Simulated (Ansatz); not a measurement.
C2H9NOSi can be A, `CN([SiH3])CO`, or B, `C[Si](C)(N)O`.

Calculated with Ansatz (gas phase, PBE0-D4/def2-TZVP geometries, no zero-point term in ΔE). CCSD(T)/CBS is the MP2 limit (def2-TZVPP, def2-QZVPP) plus CCSD(T) − MP2 in def2-TZVPP, frozen cores. DFT in def2-TZVPP. B3LYP here is the variant with VWN-RPA as its local correlation; programs differ in this. One conformer a species, not always the lowest.

**Question.** Which is lower in electronic energy at CCSD(T)/CBS, and by how much? (Best estimate.)

**Answer.** Ansatz gave: B, by 80.2 kcal/mol.

**Question.** Give E(B) − E(A) in kcal/mol with MP2/def2-TZVPP, HF/def2-TZVPP, PBE0-D4, B2PLYP, CCSD/def2-TZVPP, B3LYP-D4, PBE-D4. (Best estimate.)

**Answer.** Ansatz gave: MP2/def2-TZVPP -81.0, HF/def2-TZVPP -76.8, PBE0-D4 -77.2, B2PLYP -78.6, CCSD/def2-TZVPP -78.2, B3LYP-D4 -77.1, PBE-D4 -75.3. None reverses the order clearly.

Largest T1 diagnostic: 0.011.

From PBE to PBE0 (25 % exact exchange), in def2-TZVPP and without D4, E(B) − E(A) moves by −1.9 kcal/mol. In def2-TZVPP, CCSD(T) changes the Hartree–Fock value by −1.1 kcal/mol (the triples alone add +0.4 kcal/mol) and MP2 by −4.2 kcal/mol.
